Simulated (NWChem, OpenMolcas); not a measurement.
# Predicting a hybrid from its neighbours: GeH3Br

The species is GeH3Br (5 atoms), meant as a singlet with charge 0. SMILES: `[GeH3][Br]`. The coordinates come from a PBE0-D4/def2-TZVP relaxation.

The dipole moment y, in D, basis aug-cc-pVDZ; a is the functional's share of exact exchange. Programs: NWChem 7.3.0, OpenMolcas 26.06.

| functional | program | a | y (D) |
| --- | --- | --- | --- |
| TPSS | OpenMolcas | 0 | 1.86 |
| BLYP | OpenMolcas | 0 | 1.83 |
| B3LYP | NWChem | 0.2 | ? |
| PBE0 | NWChem | 0.25 | 1.96 |
| BHLYP | OpenMolcas | 0.5 | 2.05 |

Task: Fit y = c + s·a to the known rows and predict B3LYP.

Result: 
1. Means of the 4 rows: a = 0.1875, y = 1.925.
2. Σ(Δa)² = 0.17188, Σ(Δa·Δy) = 0.07125, so the slope is 0.07125/0.17188 = 0.41453.
3. Intercept: 1.925 − (0.41453) × 0.1875 = 1.847. The largest residual of the fit is 0.017.
4. B3LYP: 1.847 + (0.41453) × 0.2 = 1.93 D.

The run gave 1.93 D, so the prediction is off by 0.00 D: they agree to the digits shown. More exact exchange makes the molecule more polar here. The rows mix families of semi-local functionals, which the line can't see.
